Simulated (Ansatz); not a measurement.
Start from `O[SiH2]/C=C\[SiH](O)O` and change one atom or group (the configuration at the double bond changes too) to get `O[SiH](O)/C=C/[SiH3]`.

Ansatz, PBE0-D4/def2-TZVP geometries, multiplicity 1. Each molecule was computed in one conformer, which needn't be the lowest.

```
                                          property  `O[SiH2]/C=C\[SiH](O)O`
              HOMO–LUMO gap (PBE0/def2-TZVPP) / eV                     6.81
                 LUMO energy (PBE/def2-TZVPP) / eV                    -2.04
               LUMO energy (B3LYP/def2-TZVPP) / eV                    -1.28
             HOMO energy (ωB97M-V/def2-TZVPP) / eV                   -10.11
size of the dipole moment (ωB97M-V/def2-TZVPP) / D                     2.85
                HOMO energy (PBE0/def2-TZVPP) / eV                    -7.91
```

Question: Give the same properties after the change, and the shifts. (An estimate is asked.)

Answer: Computed: 
```
                                          property  `O[SiH](O)/C=C/[SiH3]`  shift
              HOMO–LUMO gap (PBE0/def2-TZVPP) / eV                    7.04   0.23
                 LUMO energy (PBE/def2-TZVPP) / eV                   -1.94   0.10
               LUMO energy (B3LYP/def2-TZVPP) / eV                   -1.16   0.12
             HOMO energy (ωB97M-V/def2-TZVPP) / eV                  -10.21  -0.10
size of the dipole moment (ωB97M-V/def2-TZVPP) / D                    2.47  -0.38
                HOMO energy (PBE0/def2-TZVPP) / eV                   -8.01  -0.10
```

With PBE0 the HOMO falls by 0.10 eV and the LUMO rises by 0.13 eV, so the gap widens by about 0.23 eV. PBE moves the HOMO by -0.20 eV and ωB97M-V by -0.10 eV. Dipoles are sizes alone; their direction can turn.

B3LYP here is the variant with VWN-RPA as its local correlation; programs differ in this.
